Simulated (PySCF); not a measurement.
Compound: C₅H₈Si (charge -1 and doublet state).
Cartesian coordinates in Å at the GFN2-xTB level; atoms count from 1:
```
atom  x, y, z in Å
C1    -2.2856   -0.0318    0.2653
Si2   -0.5263   -0.3526   -0.4588
C3     0.7767   -1.0881    0.6147
C4     1.9140   -0.2997    0.5541
C5     1.8076    0.8645   -0.2220
C6     0.5792    1.0737   -0.8270
H7    -2.2675    0.5744    1.1674
H8    -2.7761   -0.9725    0.5080
H9    -2.9116    0.4782   -0.4644
H10   -0.9462   -1.1995   -1.6701
H11    0.7612   -2.0087    1.1878
H12    2.8336   -0.5440    1.0857
H13    2.6410    1.5600   -0.3166
H14    0.3994    1.9456   -1.4463
```

Identity: `C[Si@@H]1C=C[CH][CH-]1` [radical] (charge -1).

Computed with UKS B3LYP, pcH-1 on C H Si, non-relativistic, mean-field spin-orbit, GIAO in PySCF 2.14.0. Whether the extra electron is bound in the gas phase wasn't checked; a finite basis holds it in any case. Couplings are sensitive to structure, and on GFN2-xTB geometries they can be far from those on DFT ones, by a factor of two or more for some ions and for spin on atoms past the first row. The SCF solution wasn't tested for stability.

Q: Predict the first-order ENDOR lines of H10, H11/H14, H12/H13 and H7/H8/H9 under fast tumbling at B = 343.2 mT (X band).

A: For S = 1/2 in fast tumbling each set of equivalent nuclei gives two lines, ν± = |νn ± a/2| to first order, with νn = g_N μN B/h and μN/h = 7.62259 MHz/T.

| nuclei | isotope | g_N | νn (MHz) | a_iso (MHz) | lower line (MHz) | upper line (MHz) |
| --- | --- | --- | --- | --- | --- | --- |
| H10 | 1H | 5.5857 | 14.61 | 82.99 | 26.88 | 56.11 |
| H11/H14 | 1H | 5.5857 | 14.61 | -17.68 | 5.77 | 23.45 |
| H12/H13 | 1H | 5.5857 | 14.61 | -11.38 | 8.93 | 20.30 |
| H7/H8/H9 | 1H | 5.5857 | 14.61 | -0.83 | 14.20 | 15.03 |

Q: Which pairs are centred on the nuclear Larmor frequency, and which on half the coupling?

A: Centred on νn, since |a| < 2νn: H11/H14, H12/H13 and H7/H8/H9. Centred on |a|/2 and split by 2νn: H10.

Q: At what field would the lower line of H12/H13 fall to zero frequency?

A: Where νn = |a|/2, that is B = 5.69 MHz/(5.5857 × 7.62259 MHz/T) = 134 mT, as far as first order holds there.

Nuclei that the bonding pattern makes equivalent are averaged, as if the motion that swaps them (rotation, inversion, ring flip) were fast.

Largest spin populations (Mulliken): C6 (+0.30), C3 (+0.30), C5 (+0.12) and C4 (+0.12).

Hardware: one thread of an Intel Xeon at 2.50 GHz, on a shared host. Cost: 1.8 min wall (with the writing of density and orbital grids), 0.86 GiB resident at most.

The SMILES draws the unpaired electron on C5; the largest computed Mulliken spin population is on C6 (0.30 against 0.12).
